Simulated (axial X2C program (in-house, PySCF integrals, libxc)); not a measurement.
## Potential curves of TcTe⁺, two-component

Calculated with an axial X2C code built on PySCF integrals. Two-component (2c) means X2C with spin–orbit coupling and atomic mean-field two-electron Coulomb and Gaunt terms. Basis: Te dyall-cv3z [11s12p8d4f1g], Tc dyall-cv3z [12s12p8d5f3g] (cores contracted in-house); Gaussian nuclei, density fitting, unrestricted open shells. Masses: Te 129.906 u, Tc 98.907 u.

State: Ω = 1 (⟨Sz⟩ = 2.00, ⟨Lz⟩ = -1.00 at PBE0). Energies in eV from the fragments at the same level (Te + Tc+). Fits are polynomials in 1 − R0/R over 0.85 to 1.23 times the lowest point R0.

```json
{"R (Å)": "2.2750", "PBE0": "-2.2023", "BLYP": "-3.0000"}
{"R (Å)": "2.3500", "PBE0": "-2.4315", "BLYP": "-3.2372"}
{"R (Å)": "2.4250", "PBE0": "-2.5433", "BLYP": "-3.3454"}
{"R (Å)": "2.5000", "PBE0": "-2.5693", "BLYP": "-3.3611"}
{"R (Å)": "2.5875", "PBE0": "-2.5213", "BLYP": "-3.2989"}
{"R (Å)": "2.6750", "PBE0": "-2.4145", "BLYP": "-3.1797"}
{"R (Å)": "2.7875", "PBE0": "-2.2219", "BLYP": "-2.9769"}
```

One determinant describes the state; a PBE0 search over occupations chose it and may have missed a lower one. De is counted from the lowest determinant-based energies of the atoms at the same level, without counterpoise correction. Density functionals use the spin component along the axis (collinear). Other states lie close and PBE0, whose exact exchange favours high spin, may order them wrongly; the determinant shown need not be the ground state. The nearest other 2c determinant of the search, Ω = 3, lies 0.44 eV up at the distance of the search. The functionals have no current-density term, which raises determinants with orbital currents, atoms included. With several unpaired electrons one determinant need not be a pure state. Open-shell Ω = 0 determinants with evenly filled partner blocks cannot be reached by this program, so the Ω shown need not be the lowest component. The determinant is spin-polarised beyond a pure state at some levels (its spin-free form has ⟨S²⟩ too high), which makes Re and μ there less reliable.

Task: Fit the PBE0 curve near its minimum: give the equilibrium distance, the harmonic wavenumber and the well depth.

Result: At PBE0, 2c: Re = 2.490 Å, ωe ≈ 237 cm⁻¹, De = 2.57 eV to Te + Tc+; Be follows as 0.0484 cm⁻¹.

Task: What are Re, ωe and De at the BLYP level?

Result: At BLYP, 2c: Re = 2.477 Å, ωe ≈ 249 cm⁻¹, De = 3.36 eV to Te + Tc+; Be follows as 0.0489 cm⁻¹.
